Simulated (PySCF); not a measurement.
Isomers of C6H14Si2, from PBE0-D3(BJ)/def2-SVP geometry optimisation, gas phase in PySCF. One conformer each, no zero-point energy, no frequencies.

Question: Which isomer lies lower at this level?
A. `CC(C)(C)[SiH2]C#C[SiH3]`: A = 2926, B = 546.7, C = 518.9 MHz, dipole 0.94 D
B. `[SiH3:1]/[CH:2]=[C:3](/[SiH3:4])[CH:5]1[CH2:6][CH2:7][CH2:8]1` with C2–C3–C5–C6 -146°, C3–C5–C6–C7 -143°, C5–C6–C7–C8 20°, C6–C7–C8–C5 -20°, C3–C5–C8–C7 145°: A = 1541, B = 1019, C = 683.8 MHz, dipole 0.77 D

Answer: A. That is `CC([SiH2]C#C[SiH3])(C)C`, 4.7 kcal/mol below the other.

```tsv
SMILES	mapped SMILES	E (Eh)	relative (kcal/mol)	relative (kJ/mol)	dipole (D)
CC(C)(C)[SiH2]C#C[SiH3]	[CH3:1][C:2]([CH3:3])([CH3:4])[SiH2:5][C:6]#[C:7][SiH3:8]	-815.12985	0.0	0.0	0.94
[SiH3]/C=C(/[SiH3])C1CCC1	[SiH3:1]/[CH:2]=[C:3](/[SiH3:4])[CH:5]1[CH2:6][CH2:7][CH2:8]1	-815.12240	4.7	19.5	0.77
```

As drawn, the lower has a C≡C bond, which the higher lacks; the higher has a four-membered ring and a C=C bond outside aromatic rings, which the lower lacks.
